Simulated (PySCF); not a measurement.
Species: B2FH4N.
SMILES: `BNBF`

Torsions of this conformer, `[BH2:1][NH:2][BH:3][F:4]`: B1–N2–B3–F4 180°.

The closed-shell ground state was solved at several levels (PySCF, density fitting, gas phase, non-relativistic). One conformer (not necessarily the lowest) at the PBE0-D3(BJ)/def2-SVP geometry, without solvent, vibrations or thermal averaging.

```json
{"level": "B3LYP/6-31G*", "basis functions": "64", "HOMO (eV)": "-8.95", "LUMO (eV)": "-0.77", "gap (eV)": "8.18", "dipole (D)": "1.01"}
{"level": "PBE0/IGLO-III", "basis functions": "180", "HOMO (eV)": "-9.38", "LUMO (eV)": "-1.06", "gap (eV)": "8.32", "dipole (D)": "0.91"}
{"level": "B3LYP/pcJ-1", "basis functions": "148", "HOMO (eV)": "-9.22", "LUMO (eV)": "-1.22", "gap (eV)": "8.00", "dipole (D)": "0.95"}
{"level": "PBE0/cc-pVDZ", "basis functions": "76", "HOMO (eV)": "-9.25", "LUMO (eV)": "-0.88", "gap (eV)": "8.37", "dipole (D)": "0.98"}
{"level": "PBE0/6-311+G(2d,p)", "basis functions": "132", "HOMO (eV)": "-9.40", "LUMO (eV)": "-1.07", "gap (eV)": "8.33", "dipole (D)": "0.92"}
{"level": "wB97X-D/def2-SVPD", "basis functions": "115", "HOMO (eV)": "-11.36", "LUMO (eV)": "0.89", "gap (eV)": "12.25", "dipole (D)": "0.93"}
{"level": "PBE0/def2-SVP", "basis functions": "76", "HOMO (eV)": "-9.28", "LUMO (eV)": "-0.91", "gap (eV)": "8.37", "dipole (D)": "0.99"}
{"level": "PBE0/def2-TZVP", "basis functions": "148", "HOMO (eV)": "-9.36", "LUMO (eV)": "-1.01", "gap (eV)": "8.35", "dipole (D)": "0.93"}
{"level": "HF/pcJ-1", "basis functions": "148", "HOMO (eV)": "-12.89", "LUMO (eV)": "2.69", "gap (eV)": "15.58", "dipole (D)": "1.00"}
{"level": "PBE0/cc-pVTZ", "basis functions": "176", "HOMO (eV)": "-9.35", "LUMO (eV)": "-0.99", "gap (eV)": "8.36", "dipole (D)": "0.93"}
{"level": "PBE0/pcSseg-0", "basis functions": "44", "HOMO (eV)": "-9.46", "LUMO (eV)": "-0.98", "gap (eV)": "8.48", "dipole (D)": "1.03"}
{"level": "PBE0/6-31G*", "basis functions": "64", "HOMO (eV)": "-9.19", "LUMO (eV)": "-0.61", "gap (eV)": "8.58", "dipole (D)": "1.01"}
```

Estimate the row for PBE0/aug-cc-pVDZ, a basis of 128 functions; the other rows only guide the guess.

HOMO -9.36 eV, LUMO -1.08 eV, gap 8.28 eV, dipole 0.91 D.

Over all these levels, which gives the widest orbital gap and which the narrowest?

HF/pcJ-1 (Hartree–Fock, all exact exchange) has the widest, 15.58 eV, and B3LYP/pcJ-1 (global hybrid, 20 % exact exchange) the narrowest, 8.00 eV. The two share the basis. From the narrowest to the widest the HOMO moves by -3.67 eV and the LUMO by +3.91 eV. The HOMO need not be the same orbital at Hartree–Fock and at DFT levels.

How much does the basis alone move the frontier levels among the 9 PBE0 rows (the withheld one included)?

The HOMO by 0.27 eV and the LUMO by 0.47 eV. By rising basis size (HOMO, LUMO in eV): pcSseg-0 -9.46, -0.98; 6-31G* -9.19, -0.61; cc-pVDZ -9.25, -0.88; def2-SVP -9.28, -0.91; aug-cc-pVDZ -9.36, -1.08; 6-311+G(2d,p) -9.40, -1.07; def2-TZVP -9.36, -1.01; cc-pVTZ -9.35, -0.99; IGLO-III -9.38, -1.06.

How far do the dipole and the HOMO energy spread over the levels?

The dipole runs from 0.91 to 1.03 D (mean 0.96 D) and the HOMO from -12.89 to -8.95 eV.
